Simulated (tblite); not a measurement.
Species: C6H11BSi.
Numbering: `[SiH3:1][C:2]#[C:3][BH:4][CH:5]1[CH2:6][CH2:7][CH2:8]1` (hydrogens: H9, H10, H11 on Si1; H12 on B4; H13 on C5; H14, H15 on C6; H16, H17 on C7; H18, H19 on C8)

Cartesian coordinates in Å at the GFN2-xTB level; atoms count from 1:
```xyz
19
C6H11BSi angstrom
Si     4.1836    0.3149   -0.1537
C      2.5148   -0.2706    0.3778
C      1.4155   -0.6565    0.7256
B      0.0477   -1.1050    1.1444
C     -1.2007   -0.7671    0.2472
C     -1.1708    0.4195   -0.7416
C     -2.5507    0.8619   -0.2353
C     -2.4474   -0.1406    0.9221
H      4.0945    1.7525   -0.4249
H      5.1459    0.0542    0.9204
H      4.5505   -0.4204   -1.3669
H     -0.0931   -1.7064    2.1417
H     -1.4981   -1.6818   -0.2774
H     -1.1115    0.1592   -1.7969
H     -0.3827    1.1361   -0.5159
H     -3.3532    0.6214   -0.9306
H     -2.6386    1.9084    0.0518
H     -2.2162    0.3335    1.8745
H     -3.2994   -0.8039    1.0604
```

Method: GFN2-xTB as coded in tblite; computed harmonic values from a numerical Hessian at the method's own geometry, unscaled. The method is semi-empirical: single wavenumbers can be off by several per cent or more. Modes of hydrogen on boron and silicon can be 10 to 20 % off. One conformer, not necessarily the lowest. The optimisation stopped once no atom felt more than 0.01 eV/Å.

Lowest wavenumbers of the output (negative numbers stand for imaginary wavenumbers):
```
mode    cm-1
  1     -25.3
  2      15.6
  3      51.2
  4      82.6
  5     128.6
  6     163.7
  7     253.8
  8     292.2
  9     299.5
 10     415.9
```

Task: Is this structure a minimum?

Result: Not by this Hessian. 1 mode is imaginary beyond 20i (25i cm⁻¹), so at this level the point lies at or near a first-order saddle. The curvature is small, so loose convergence or finite differences may be the whole cause.

Task: Which atoms move in the imaginary mode?

Result: 25i: H11 (Si–H hydrogen) 32 %, H10 (Si–H hydrogen) 32 %, H9 (Si–H hydrogen) 31 %. These are shares of the mass-weighted motion.

Task: What is the remedy?

Result: Step along that mode in both directions, optimise again with tighter thresholds and repeat the frequencies. The zero-point energy of this point (90.8 kcal/mol) counts the 50 real modes alone, and thermal corrections from it aren't those of a minimum.

Time: 0.56 s of wall time. Hardware: an Arm Neoverse V2 with one thread, no GPU, shared host. The figure is for the frequency step alone.
